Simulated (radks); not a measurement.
Q: Successive ionisation energies (eV) of one element, from differences of total energies of ions in their ground configurations, starting at charge 0: 13.543, 35.414, 55.368, 77.418, 112.13, 138.01, 735.43, 866.71. Method: non-relativistic Kohn-Sham, PBEsol, spin-polarised, spherical densities, point nucleus; open shells are filled with parallel spins first; computed with a radial shooting solver on a logarithmic mesh with Libxc functionals. Which element is it?

A: Oxygen (Z = 8). The first species listed is O in [He] 2s2 2p4, the last O7+ in 1s1.
